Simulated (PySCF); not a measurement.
## Basis and Hamiltonian dependence of the excitation energy of Xe

Xe [Xe] (1S) → Xe [Kr] 4d10 5s1 5p6 6p1, s spin flipped. Calculated with PySCF 2.14 from differences of total energies of unrestricted determinants, without spin-orbit coupling. Values in eV.

```csv
basis,Hamiltonian,functions,UHF,PBE,PBE0
aug-cc-pVTZ-PP with ECP28MDF,ECP,55,24.858,22.265,23.137
aug-cc-pVQZ-PP with ECP28MDF,ECP,92,24.333,21.932,22.771
aug-cc-pwCVTZ-PP with ECP28MDF,ECP,96,24.843,22.265,23.132
"aug-cc-pwCVTZ-DK3 with one added diffuse shell each of s, p, d, f type",spin-free X2C,125,24.130,21.752,22.603
```

**Question.** Estimate the row for aug-cc-pV5Z-PP with ECP28MDF (ECP, 139 functions).

**Answer.** From the rows with the same Hamiltonian and similar size; the calculation gives UHF 24.23; PBE 21.89; PBE0 22.72 (eV).

At PBE0, aug-cc-pVTZ-PP with ECP28MDF, aug-cc-pwCVTZ-PP with ECP28MDF lie more than 0.3 eV from the median of the rows with comparable relativity.

In the upper determinant the s electron has its spin opposite to the other open shell, which mixes two multiplicities. The upper state lies above the first ionisation limit, where it may autoionise and the basis confines it. A Rydberg-like electron needs more diffuse functions than a valence basis has.
